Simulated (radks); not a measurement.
Isoelectronic series with 6 electrons, all held in the configuration [He] 2s2 2p2, which need not be the ground one along the series. Method: Dirac Kohn-Sham, PBEsol, spin-unpolarised, spherical densities, finite nucleus; open shells fill j = l - 1/2 first; Fermi nuclear charge, rms radius of each element as measured or else 0.836 A^(1/3) + 0.57 fm; computed with a radial shooting solver on a logarithmic mesh with Libxc functionals. Total energies (hartree) and mean radii <r> (bohr):

ion,E (hartree),2p1/2,2s1/2
C,-37.59378,1.799,1.576
N+,-53.74600,1.276,1.247
O2+,-72.91993,1.002,1.030
F3+,-95.11337,0.8281,0.8778
Ne4+,-120.32787,0.7069,0.7647
Mg6+,-179.83405,0.5479,0.6080
Al7+,-214.13518,0.4927,0.5515
Si8+,-251.47588,0.4476,0.5045
P9+,-291.86264,0.4101,0.4649
S10+,-335.30258,0.3784,0.4311
Cl11+,-381.80339,0.3513,0.4017
Ar12+,-431.37341,0.3277,0.3761
K13+,-484.02156,0.3071,0.3535
Ca14+,-539.75731,0.2889,0.3335
